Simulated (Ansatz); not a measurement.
Frontier orbitals of CHAlSSe, SMILES `[Se]=[C]1[AlH][S]1`.

The species carries charge 0 and has multiplicity 1. Correlated methods include outer-core shells of Se, which these sets cover unevenly. Scalar relativity is left out up to krypton. All single points use the PBE0-D4/def2-TZVP geometry. Basis def2-TZVPP, the Gaussian-basis code of Ansatz.

```json
{"functional": "PBE", "HOMO (eV)": "-4.73", "LUMO (eV)": "-3.37", "gap (eV)": "1.36"}
{"functional": "B97M-V", "HOMO (eV)": "-4.96", "LUMO (eV)": "-3.25", "gap (eV)": "1.71"}
{"functional": "PBE0", "HOMO (eV)": "-5.73", "LUMO (eV)": "-2.64", "gap (eV)": "3.09"}
{"functional": "r2SCAN0", "HOMO (eV)": "-5.84", "LUMO (eV)": "-2.60", "gap (eV)": "3.24"}
{"functional": "BHLYP", "HOMO (eV)": "-6.59", "LUMO (eV)": "-1.76", "gap (eV)": "4.83"}
{"functional": "CAM-B3LYP", "HOMO (eV)": "-6.91", "LUMO (eV)": "-1.60", "gap (eV)": "5.31"}
{"functional": "ωB97X-V", "HOMO (eV)": "-7.87", "LUMO (eV)": "-0.66", "gap (eV)": "7.21"}
{"functional": "ωB97M-V", "HOMO (eV)": "-7.73", "LUMO (eV)": "-0.74", "gap (eV)": "6.99"}
```

A quarter of exact exchange (PBE0) shifts PBE's HOMO by −1.00 eV and its LUMO by +0.74 eV; full exchange at long range (ωB97M-V) shifts them by −3.00 and +2.63 eV. The gap opens from 1.36 to 6.99 eV, since occupied levels lose self-interaction and empty ones feel all the electrons.
